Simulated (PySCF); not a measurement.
# S¹⁰⁺ (sulfur, charge +10) across methods

[He] 2s2 2p2, high-spin 3P determinant. Computed with PySCF 2.14 in an even-tempered Gaussian basis (18 s from 1.1 bohr⁻², ratio 2.2; 11 p from 1.4 bohr⁻², ratio 2.2; 6 d from 7.5 bohr⁻², ratio 2.4; 5 f from 11 bohr⁻², ratio 2.4; 5 g from 17 bohr⁻², ratio 2.4), with the non-relativistic Hamiltonian (point nucleus).

| method | E (hartree) | mean ε 2s α (eV) | mean ε 2s β (eV) | mean ε 2p α (eV) | Σ⟨r²⟩ (bohr²) | ⟨S²⟩ |
| --- | --- | --- | --- | --- | --- | --- |
| LDA | -333.7519 | -515.33 | -504.24 | -475.98 | 0.8150 | 2.000 |
| M06-L | -335.1615 | -519.77 | -507.10 | -479.72 | 0.8091 | 2.001 |
| PBE | -334.9717 | -516.56 | -505.38 | -476.84 | 0.8129 | 2.000 |
| r2SCAN | -335.0859 | -520.24 | -506.36 | -480.13 | 0.8115 | 2.000 |
| BLYP | -335.1383 | -516.60 | -505.41 | -477.19 | 0.8128 | 2.000 |
| UHF | -334.93548 | -547.87 | -524.24 | -505.89 | 0.8113 | 2.001 |
| PBE0 | -335.0051 | -524.65 | -510.57 | -484.31 | 0.8122 | 2.000 |
